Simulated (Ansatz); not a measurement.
Relaxation of a periodic cell of 17 atoms, Si₁₆N (host Si, host structure diamond, interstitial N), to a largest force component of 0.08 eV/Å in at most 25 steps.

All numbers below come from Ansatz, DFT PBE, scalar-relativistic, plane waves, PAW. Settings: accuracy low, cutoff 420 eV, k mesh 2x2x2, fermi-dirac smearing 0.05 eV, spin collinear.

```xyz
17
Lattice="0.0000 5.4300 5.4300 5.4300 0.0000 5.4300 5.4300 5.4300 0.0000" Properties=species:S:1:pos:R:3
Si 0.000 0.000 0.000
Si 1.357 1.357 1.357
Si 2.715 2.715 0.000
Si 4.072 4.072 1.357
Si 2.715 0.000 2.715
Si 4.072 1.357 4.072
Si 5.430 2.715 2.715
Si 6.787 4.072 4.072
Si 0.000 2.715 2.715
Si 1.357 4.072 4.072
Si 2.715 5.430 2.715
Si 4.072 6.787 4.072
Si 2.715 2.715 5.430
Si 4.072 4.072 6.787
Si 5.430 5.430 5.430
Si 6.787 6.787 6.787
N 9.529 6.758 6.784
```

Task: Where does it end, and by what steps?

Result: The forces met the threshold. The threshold is loose, so the end isn't yet a minimum. The force dipped under the threshold on the way, but the program's further checks kept it going. Limits of this set-up: coarse k mesh, low accuracy level. After 11 steps the energy has fallen by 1.527 eV; N17 moved furthest, 0.89 Å.

```json
{"step": "0", "energy less start (eV)": "0.0000", "largest force component (eV/Å)": "0.562", "accepted": "yes"}
{"step": "1", "energy less start (eV)": "-0.1428", "largest force component (eV/Å)": "0.414", "accepted": "yes"}
{"step": "2", "energy less start (eV)": "-0.3227", "largest force component (eV/Å)": "0.370", "accepted": "yes"}
{"step": "3", "energy less start (eV)": "-0.5627", "largest force component (eV/Å)": "1.023", "accepted": "yes"}
{"step": "4", "energy less start (eV)": "-0.8909", "largest force component (eV/Å)": "1.268", "accepted": "yes"}
{"step": "5", "energy less start (eV)": "-1.2363", "largest force component (eV/Å)": "0.654", "accepted": "yes"}
{"step": "6", "energy less start (eV)": "-1.4632", "largest force component (eV/Å)": "0.285", "accepted": "yes"}
{"step": "7", "energy less start (eV)": "-1.5141", "largest force component (eV/Å)": "0.139", "accepted": "yes"}
{"step": "8", "energy less start (eV)": "-1.5165", "largest force component (eV/Å)": "0.107", "accepted": "yes"}
{"step": "9", "energy less start (eV)": "-1.5202", "largest force component (eV/Å)": "0.150", "accepted": "yes"}
{"step": "10", "energy less start (eV)": "-1.5272", "largest force component (eV/Å)": "0.008", "accepted": "yes"}
{"step": "11", "energy less start (eV)": "-1.5272", "largest force component (eV/Å)": "0.009", "accepted": "yes"}
```

```xyz
17
Lattice="0.0000 5.4300 5.4300 5.4300 0.0000 5.4300 5.4300 5.4300 0.0000" Properties=species:S:1:pos:R:3
Si -0.149 0.148 0.277
Si 1.563 1.440 1.273
Si 2.552 2.878 -0.164
Si 3.990 3.867 1.273
Si 2.778 0.034 2.679
Si 4.049 1.381 4.109
Si 5.396 2.652 2.679
Si 6.627 4.233 3.911
Si -0.149 2.435 2.564
Si 1.256 4.174 3.967
Si 2.995 5.579 2.564
Si 3.989 6.871 4.277
Si 2.626 2.804 5.339
Si 4.049 4.033 6.762
Si 5.395 5.465 5.491
Si 6.826 6.811 6.762
N 10.037 6.253 7.319
```

Run time: 6 min on 1 thread of Arm Neoverse V1, on a shared host, peak memory 0.7 GiB.
